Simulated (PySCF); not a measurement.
C3H8BF, SMILES CC(C)BF.

Coordinates come from a B3LYP-D3(BJ)/def2-SVP optimisation. This is a generated structure with no PubChem entry under its InChIKey; it may be hypothetical. Other conformers were not sampled.

Computed with TDA-LC-ωPBE/def2-SVPD run with PySCF 2.14.0.

Vertical excitations. 

Computed excitation energies, oscillator strengths and character:
```
state  energy (eV)  λ (nm)      f                                                                  main pairs
-----  -----------  ------  -----  --------------------------------------------------------------------------
S1            6.20     200  0.001                                                              HOMO→LUMO 77 %
S2            8.53     145  0.014                                                            HOMO−1→LUMO 68 %
S3            8.69     143  0.026                                                            HOMO→LUMO+1 67 %
S4            8.82     141  0.048                                                            HOMO−2→LUMO 79 %
S5            9.37     132  0.042                                                            HOMO−3→LUMO 64 %
S6            9.54     130  0.003                                          HOMO→LUMO+2 61 %, HOMO→LUMO+4 14 %
S7            9.83     126  0.051                                                            HOMO→LUMO+3 61 %
S8           10.04     124  0.093                                        HOMO→LUMO+4 58 %, HOMO−1→LUMO+1 15 %
S9           10.13     122  0.016  HOMO−2→LUMO+1 36 %, HOMO−2→LUMO+3 13 %, HOMO−1→LUMO+1 8 %, HOMO−5→LUMO 6 %
S10          10.17     122  0.019  HOMO−1→LUMO+1 24 %, HOMO→LUMO+3 11 %, HOMO−2→LUMO+1 9 %, HOMO−1→LUMO+2 9 %
T1            5.54     224      0                                                              HOMO→LUMO 74 %
T2            7.63     163      0                                          HOMO−1→LUMO 37 %, HOMO−3→LUMO 28 %
T3            8.34     149      0                        HOMO−2→LUMO 43 %, HOMO−1→LUMO 18 %, HOMO−3→LUMO 13 %
T4            8.44     147      0                                                            HOMO→LUMO+1 63 %
```
Triplets are in the Tamm–Dancoff approximation.
